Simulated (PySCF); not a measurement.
A geometry optimisation, step by step.

C4H8BCl.
SMILES with atom numbers: `[BH2:1][CH2:2][C@@H:3]([Cl:4])[CH:5]=[CH2:6]` (hydrogens: H7, H8 on B1; H9, H10 on C2; H11 on C3; H12 on C5; H13, H14 on C6)

Method: PBE0-D3(BJ)/def2-SVP geometry optimisation, gas phase (PySCF); density fitting, grid level 1; the optimiser is geomeTRIC in internal coordinates, started from a GFN2-xTB structure with every atom displaced at random (about 0.01 Å). 9 of its 13 geometries are shown. The frame can shift and turn from step to step; on so coarse a grid that alone can change the energy by a few meV, and forces under 0.02 eV/Å are noise.

Step 0: E = -17458.4730 eV, largest atomic force 1.113 eV/Å
```
atom  x, y, z in Å  |  force x, y, z in eV/Å
B1     -1.955    0.257    0.361    0.002  -0.104  -0.646
C2     -1.105   -0.624   -0.584    0.746   0.091   0.639
C3      0.344   -0.767   -0.198    0.758  -0.052   0.177
Cl4     1.229   -1.863   -1.378   -0.263  -0.043   0.095
C5      1.097    0.523   -0.221   -0.045  -0.454   0.737
C6      1.876    0.954    0.767   -0.553  -0.191  -0.522
H7     -1.530    0.744    1.336    0.372   0.302   0.900
H8     -3.072    0.486    0.053   -0.741   0.088  -0.123
H9     -1.554   -1.610   -0.611   -0.494  -0.676  -0.170
H10    -1.157   -0.245   -1.598   -0.253   0.214  -0.724
H11     0.460   -1.262    0.787   -0.044   0.127  -0.289
H12     0.979    1.118   -1.103   -0.109   0.479  -0.862
H13     1.995    0.381    1.658    0.163  -0.605   0.919
H14     2.386    1.891    0.724    0.462   0.825  -0.131
```

Step 2: E = -17458.6071 eV, largest atomic force 0.085 eV/Å
```
atom  x, y, z in Å  |  force x, y, z in eV/Å
B1     -2.024    0.667    0.960    0.013  -0.019   0.036
C2     -1.170   -0.201   -0.014    0.047   0.031  -0.056
C3      0.304   -0.377    0.311   -0.056  -0.006   0.063
Cl4     1.057   -1.517   -0.891    0.000   0.012   0.005
C5      1.064    0.906    0.286    0.010   0.041  -0.053
C6      1.770    1.389    1.308   -0.008  -0.008   0.032
H7     -1.583    1.096    2.002   -0.003  -0.012   0.004
H8     -3.178    0.894    0.679    0.003   0.003  -0.008
H9     -1.669   -1.190   -0.066   -0.010  -0.002   0.004
H10    -1.286    0.191   -1.043   -0.007  -0.008   0.011
H11     0.429   -0.869    1.286    0.006   0.001   0.000
H12     0.996    1.474   -0.650    0.025  -0.021  -0.011
H13     1.857    0.846    2.255   -0.013  -0.015  -0.019
H14     2.291    2.347    1.239   -0.006   0.003  -0.012
```

Step 3: E = -17458.6090 eV, largest atomic force 0.166 eV/Å
```
atom  x, y, z in Å  |  force x, y, z in eV/Å
B1     -2.017    0.662    0.975   -0.017  -0.015   0.001
C2     -1.169   -0.192   -0.017    0.054   0.018  -0.008
C3      0.303   -0.371    0.309   -0.025   0.024  -0.057
Cl4     1.066   -1.522   -0.878   -0.052  -0.010   0.008
C5      1.071    0.908    0.266    0.030  -0.074   0.145
C6      1.758    1.390    1.302   -0.044   0.049  -0.082
H7     -1.573    1.067    2.025   -0.002  -0.013   0.009
H8     -3.172    0.897    0.699    0.015   0.009   0.003
H9     -1.672   -1.177   -0.072   -0.026  -0.054   0.012
H10    -1.290    0.205   -1.042   -0.001   0.022  -0.035
H11     0.424   -0.854    1.290    0.019   0.017  -0.005
H12     1.033    1.454   -0.683    0.007   0.011  -0.044
H13     1.803    0.852    2.252    0.015  -0.025   0.048
H14     2.293    2.339    1.238    0.026   0.041   0.005
```

Step 4: E = -17458.6110 eV, largest atomic force 0.114 eV/Å
```
atom  x, y, z in Å  |  force x, y, z in eV/Å
B1     -2.015    0.652    0.987   -0.030  -0.009  -0.024
C2     -1.169   -0.180   -0.025    0.013   0.031   0.018
C3      0.297   -0.374    0.310    0.071   0.017  -0.016
Cl4     1.055   -1.534   -0.871   -0.044  -0.012   0.009
C5      1.081    0.896    0.265    0.017  -0.017   0.039
C6      1.756    1.404    1.297   -0.088  -0.048  -0.054
H7     -1.573    1.017    2.053   -0.004  -0.012   0.013
H8     -3.165    0.907    0.712    0.014   0.015   0.008
H9     -1.681   -1.161   -0.093   -0.009  -0.049   0.017
H10    -1.286    0.232   -1.043    0.005   0.025  -0.032
H11     0.407   -0.856    1.292    0.016   0.010   0.007
H12     1.069    1.418   -0.697   -0.005   0.031  -0.057
H13     1.783    0.889    2.260    0.025  -0.005   0.069
H14     2.299    2.348    1.215    0.019   0.022   0.003
```

Step 6: E = -17458.6140 eV, largest atomic force 0.055 eV/Å
```
atom  x, y, z in Å  |  force x, y, z in eV/Å
B1     -2.005    0.642    1.010    0.016  -0.008  -0.020
C2     -1.164   -0.160   -0.030   -0.042   0.021   0.008
C3      0.299   -0.378    0.304    0.035  -0.027  -0.012
Cl4     1.023   -1.574   -0.861   -0.002   0.019   0.013
C5      1.102    0.878    0.244   -0.006   0.004  -0.054
C6      1.734    1.418    1.286    0.007   0.004   0.024
H7     -1.570    0.925    2.104   -0.010  -0.009   0.009
H8     -3.143    0.947    0.737    0.000   0.014  -0.003
H9     -1.687   -1.137   -0.111    0.018   0.016   0.009
H10    -1.274    0.275   -1.041   -0.003  -0.020   0.015
H11     0.404   -0.845    1.294   -0.006  -0.004   0.003
H12     1.130    1.369   -0.737    0.004  -0.003   0.025
H13     1.722    0.941    2.272    0.003   0.010  -0.023
H14     2.288    2.356    1.192   -0.013  -0.016   0.007
```

Step 8: E = -17458.6149 eV, largest atomic force 0.028 eV/Å
```
atom  x, y, z in Å  |  force x, y, z in eV/Å
B1     -1.998    0.645    1.020    0.003   0.004   0.013
C2     -1.162   -0.153   -0.026    0.020   0.009  -0.016
C3      0.303   -0.383    0.301   -0.021   0.005  -0.002
Cl4     1.011   -1.588   -0.860    0.006   0.002  -0.005
C5      1.109    0.871    0.231    0.000   0.013   0.016
C6      1.724    1.421    1.277    0.009  -0.006   0.003
H7     -1.576    0.880    2.130   -0.004  -0.007   0.002
H8     -3.122    0.990    0.740    0.005   0.005  -0.005
H9     -1.690   -1.128   -0.103   -0.007  -0.006   0.012
H10    -1.273    0.280   -1.036   -0.007  -0.015  -0.009
H11     0.408   -0.844    1.293   -0.003  -0.004  -0.003
H12     1.148    1.353   -0.753   -0.002  -0.004  -0.004
H13     1.699    0.951    2.265    0.002   0.001   0.004
H14     2.276    2.360    1.186    0.001   0.002  -0.006
```

Step 9: E = -17458.6155 eV, largest atomic force 0.057 eV/Å
```
atom  x, y, z in Å  |  force x, y, z in eV/Å
B1     -1.992    0.649    1.024   -0.013   0.010   0.019
C2     -1.163   -0.151   -0.024    0.046   0.003  -0.033
C3      0.303   -0.386    0.298   -0.041   0.031   0.016
Cl4     1.006   -1.590   -0.864    0.008  -0.010  -0.013
C5      1.110    0.868    0.227    0.005   0.007   0.039
C6      1.723    1.421    1.273    0.003  -0.010  -0.013
H7     -1.582    0.855    2.144    0.005  -0.009  -0.003
H8     -3.106    1.025    0.736    0.004   0.001  -0.002
H9     -1.694   -1.125   -0.090   -0.016  -0.014   0.018
H10    -1.277    0.273   -1.036   -0.004  -0.006  -0.013
H11     0.409   -0.846    1.291    0.002  -0.006  -0.005
H12     1.150    1.349   -0.758   -0.004   0.000  -0.018
H13     1.697    0.954    2.262   -0.001  -0.007   0.014
H14     2.274    2.360    1.180    0.006   0.011  -0.007
```

Step 10: E = -17458.6161 eV, largest atomic force 0.067 eV/Å
```
atom  x, y, z in Å  |  force x, y, z in eV/Å
B1     -1.988    0.656    1.026   -0.005  -0.001   0.023
C2     -1.165   -0.151   -0.022    0.037   0.001  -0.053
C3      0.301   -0.387    0.296   -0.039   0.045   0.029
Cl4     1.003   -1.589   -0.868    0.007  -0.018  -0.016
C5      1.107    0.868    0.224    0.007  -0.003   0.036
C6      1.725    1.420    1.269   -0.004  -0.011  -0.018
H7     -1.583    0.830    2.153   -0.002   0.002   0.001
H8     -3.089    1.063    0.733    0.007  -0.004   0.002
H9     -1.699   -1.124   -0.070   -0.017  -0.015   0.020
H10    -1.284    0.259   -1.040    0.004   0.000  -0.011
H11     0.408   -0.847    1.289    0.004  -0.006  -0.005
H12     1.145    1.349   -0.760   -0.006   0.004  -0.019
H13     1.703    0.951    2.257   -0.001  -0.007   0.016
H14     2.275    2.359    1.174    0.008   0.011  -0.004
```

Step 12: E = -17458.6168 eV, largest atomic force under 0.02 eV/Å
```
atom  x, y, z in Å  |  force x, y, z in eV/Å
B1     -1.988    0.663    1.024    0.002  -0.007  -0.001
C2     -1.169   -0.151   -0.023    0.000   0.007  -0.011
C3      0.296   -0.383    0.296    0.002   0.007   0.008
Cl4     1.001   -1.584   -0.871    0.001  -0.005  -0.002
C5      1.103    0.871    0.226   -0.001  -0.007  -0.005
C6      1.735    1.414    1.267   -0.001   0.001  -0.002
H7     -1.585    0.822    2.154   -0.002   0.002   0.002
H8     -3.082    1.084    0.730    0.000  -0.001   0.002
H9     -1.706   -1.125   -0.047   -0.002   0.001   0.005
H10    -1.292    0.242   -1.047    0.003   0.001   0.003
H11     0.405   -0.846    1.287    0.000   0.000   0.000
H12     1.131    1.358   -0.756   -0.002   0.003   0.002
H13     1.724    0.939    2.253    0.000   0.000   0.000
H14     2.287    2.352    1.171    0.001  -0.001   0.001
```

**Question.** Summarise the path.

**Answer.** The energy falls by 3.32 kcal/mol from step 0 to step 12; nine tenths of that is first reached at step 2. It falls at every step. The largest force goes from 1.113 to under 0.02 eV/Å. Among the bonds B1–H7 changes most, from 1.170 to 1.210 Å; the atoms move by 0.190 Å rms after alignment.

**Question.** Follow the three bonds and two angles with the largest change from start to end.

**Answer.** 
```tsv
step	E above end (kcal/mol)	largest force (eV/Å)	B1–H7 (Å)	B1–H8 (Å)	C6–H13 (Å)	B1–C2–H9 (°)	Cl4–C3–C5 (°)
0	3.32	1.113	1.170	1.181	1.066	107.8	105.2
1	0.34	0.216	1.210	1.208	1.098	106.5	109.2
2	0.22	0.085	1.210	1.210	1.095	106.2	108.5
3	0.18	0.166	1.210	1.210	1.093	105.7	107.9
4	0.13	0.114	1.210	1.210	1.093	105.2	107.7
5	0.09	0.076	1.210	1.210	1.094	104.8	107.9
6	0.07	0.055	1.210	1.209	1.095	104.3	108.3
7	0.05	0.024	1.210	1.209	1.095	104.1	108.4
8	0.04	0.028	1.210	1.210	1.094	104.0	108.5
9	0.03	0.057	1.211	1.210	1.094	103.7	108.5
10	0.01	0.067	1.210	1.210	1.094	103.3	108.5
11	0.00	0.044	1.210	1.209	1.094	102.9	108.4
12	0.00	under 0.02	1.210	1.209	1.095	102.7	108.4
```

What follows is the cost of the whole optimisation. Hardware: one thread of an Arm Neoverse V2, shared host with 32 logical CPUs at a one-minute load of 30. Cost: 80 s wall, 0.50 GiB resident at most.
